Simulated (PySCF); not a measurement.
CH5FOSi, SMILES C[SiH](O)F. Atoms are numbered in the order given.

```xyz
9

Si     0.1355    -0.1927     0.2804
C      1.2986     0.6819    -0.8837
O     -0.8050    -1.3258    -0.4779
F     -0.8220     0.9519     0.9402
H      0.8177    -0.9076     1.3802
H      1.9817    -0.0337    -1.3688
H      1.9070     1.4242    -0.3420
H      0.7444     1.2167    -1.6728
H     -1.3018    -1.0532    -1.2581
```
Charge 0, spin multiplicity 1.

Geometry: B3LYP-D3(BJ)/def2-SVP. Other conformers were not sampled.

The numbers are results of PySCF with TDA-LC-ωPBE/def2-SVPD, not measurements.

Vertical excitations. 

**Question.** List the lowest excited states. (Estimate from the structure and the level; the computed values follow.)

**Answer.** 
```csv
state,energy (eV),λ (nm),f,main pairs
S1,8.60,144,0.036,"HOMO→LUMO 55 %, HOMO−1→LUMO 21 %"
S2,9.17,135,0.008,"HOMO→LUMO+2 25 %, HOMO−1→LUMO 23 %, HOMO→LUMO+3 18 %, HOMO−1→LUMO+1 5 %"
S3,9.18,135,0.017,"HOMO→LUMO+2 26 %, HOMO−1→LUMO 25 %, HOMO→LUMO 14 %, HOMO→LUMO+3 10 %"
S4,9.48,131,0.128,"HOMO→LUMO+1 68 %, HOMO→LUMO 11 %"
S5,10.02,124,0.098,"HOMO−2→LUMO 39 %, HOMO→LUMO+3 12 %, HOMO→LUMO+4 10 %, HOMO−2→LUMO+1 7 %"
S6,10.38,119,0.182,"HOMO→LUMO+3 46 %, HOMO→LUMO+2 20 %"
S7,10.54,118,0.033,"HOMO−1→LUMO+2 42 %, HOMO−1→LUMO+3 16 %"
S8,10.83,114,0.048,"HOMO→LUMO+4 29 %, HOMO→LUMO+5 10 %, HOMO−2→LUMO+2 9 %, HOMO−2→LUMO+3 9 %"
S9,10.89,114,0.061,"HOMO−2→LUMO+2 40 %, HOMO−2→LUMO+3 11 %, HOMO−2→LUMO 8 %, HOMO→LUMO+4 7 %"
S10,10.97,113,0.070,"HOMO−1→LUMO+1 44 %, HOMO−1→LUMO+4 8 %, HOMO−1→LUMO 7 %"
T1,8.13,152,0,"HOMO→LUMO 41 %, HOMO−1→LUMO 26 %, HOMO→LUMO+1 7 %"
T2,8.55,145,0,"HOMO→LUMO+2 46 %, HOMO→LUMO+3 21 %"
T3,8.70,143,0,"HOMO−1→LUMO 29 %, HOMO→LUMO+1 12 %, HOMO→LUMO+4 11 %, HOMO−1→LUMO+1 10 %"
T4,8.88,140,0,"HOMO→LUMO+1 35 %, HOMO→LUMO 23 %, HOMO−2→LUMO 7 %, HOMO−1→LUMO 6 %"
```
Triplets are in the Tamm–Dancoff approximation.
